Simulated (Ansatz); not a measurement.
Total energies of Al(NH3)Cl3 (AlNCl3H3) from Ansatz at r2SCAN-D4/def2-TZVP, gas phase (1 Eh = 27.2114 eV = 2625.5 kJ/mol). The reference geometry is relaxed at r2SCAN-D4/def2-SVP.

| state | geometry | energy (Eh) |
| --- | --- | --- |
| charge 0 singlet | reference | -1679.79391 |
| charge 1 doublet | reference | -1679.41879 |
| free Al atom (doublet) | – | -242.33055 |
| free N atom (quartet) | – | -54.58101 |
| free H atom (doublet) | – | -0.49993 |
| free Cl atom (doublet) | – | -460.11688 |

(1) Work out the vertical ionisation energy to the doublet.

(2) What is the binding energy per atom against free atoms?

(1) E(charge 1 doublet) − E(charge 0 singlet) = -1679.41879 − (-1679.79391) = 0.37512 Eh = 10.21 eV. For comparison, −ε of the highest occupied level is 7.48 eV at this level, 2.73 eV less.

(2) Atoms: 1 × (-242.33055) + 1 × (-54.58101) + 3 × (-0.49993) + 3 × (-460.11688) = -1678.76199 Eh. Binding: -1678.76199 − (-1679.79391) = 1.03192 Eh = 28.08 eV, or 3.51 eV for each of 8 atoms (no zero-point energy, no counterpoise term).
